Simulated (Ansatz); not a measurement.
Relaxation of ClF₂H₄O₃W (11 atoms, charge 0, multiplicity 2), to a largest force component of 0.03 eV/Å in at most 50 steps.

These are results of UKS PBE/def2-SVP in Ansatz 0.2.0, not measurements.

```xyz
11
Properties=species:S:1:pos:R:3:forces:R:3
W -0.071 0.039 -0.397 0.02 0.00 -0.06
F -0.073 0.351 2.638 -0.27 4.09 -2.88
O 1.833 0.003 -0.009 -0.03 0.00 0.01
H 2.332 -0.836 0.099 -0.02 0.00 0.00
H -0.011 1.482 0.516 -0.01 0.00 0.01
Cl -2.394 0.194 -0.126 0.01 -0.01 0.00
O -0.128 -1.679 0.450 0.00 0.05 0.00
H 0.712 -2.008 0.832 0.02 -0.03 0.00
O -0.013 0.443 -2.218 0.11 -0.06 -0.05
H 0.552 0.061 -2.917 -0.10 0.04 0.04
F -0.001 -0.708 3.405 0.27 -4.08 2.95
```

Where does it end, and by what steps?

It converged. After 41 steps the energy has fallen by 5.764 eV; F11 moved furthest, 2.52 Å. Parted: F2–F11 (1.31 → 3.71 Å), O7–H8 (0.98 → 1.80 Å). Joined: W1–F2 (3.05 → 1.89 Å), H8–F11 (2.97 → 0.96 Å).

```csv
step,energy less start (eV),largest force component (eV/Å),accepted
0,0.0000,4.087,yes
2,-0.4301,1.755,yes
4,-1.2920,2.329,yes
6,-2.9833,1.800,yes
8,-3.8387,1.122,yes
10,-4.3739,2.326,yes
12,-5.0867,1.547,yes
14,-5.3875,0.557,yes
16,-5.4773,0.787,yes
18,-5.5239,0.795,yes
20,-5.5672,0.317,yes
22,-5.5884,0.467,yes
24,-5.6234,0.433,yes
26,-5.6705,1.111,yes
28,-5.7299,0.215,yes
30,-5.7456,0.211,yes
32,-5.7578,0.225,yes
34,-5.7618,0.037,yes
36,-5.7627,0.142,yes
38,-5.7628,0.125,yes
40,-5.7639,0.039,no
41,-5.7643,0.024,yes
```

```xyz
11
Properties=species:S:1:pos:R:3
W -0.137 -0.029 0.089
F -0.541 0.889 1.691
O 1.688 -0.018 0.499
H 1.941 -0.739 1.149
H 0.206 2.090 -0.511
Cl -1.953 1.363 -0.705
O -0.621 -1.604 0.619
H 0.654 -2.270 1.694
O 0.115 -0.340 -1.755
H -0.151 0.167 -2.544
F 1.535 -2.167 2.049
```

Whether the end is a true minimum wasn't checked by a vibrational analysis.

Run time: 3.2 min on 4 threads of Arm Neoverse V1 (shared host), peak memory 0.28 GiB.
